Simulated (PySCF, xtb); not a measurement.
Si(Cl)2(Me)(NH2) (CH5Cl2NSi), SMILES C[Si](N)(Cl)Cl. Other conformers were not sampled.

Harmonic wavenumbers (cm⁻¹) from GFN2-xTB (xtb) at its own minimum, in rising order: 99, 125, 129, 177, 195, 218, 221, 381, 434, 502, 725, 786, 824, 847, 925, 1381, 1474, 1475, 1495, 3041, 3043, 3047, 3491, 3530.

Q: What does PBE-D3(BJ)/def2-SVP in PySCF give at its own minimum? (The exact figures need the calculation; the answer reports its results.)

A: 130, 145, 158, 207, 223, 246, 279, 446, 463, 551, 702, 735, 785, 856, 881, 1223, 1375, 1378, 1488, 2984, 3085, 3100, 3478, 3575. Paired by order, the mean absolute difference is 46 cm⁻¹ and the zero-point energies are 40.8 and 40.7 kcal/mol.
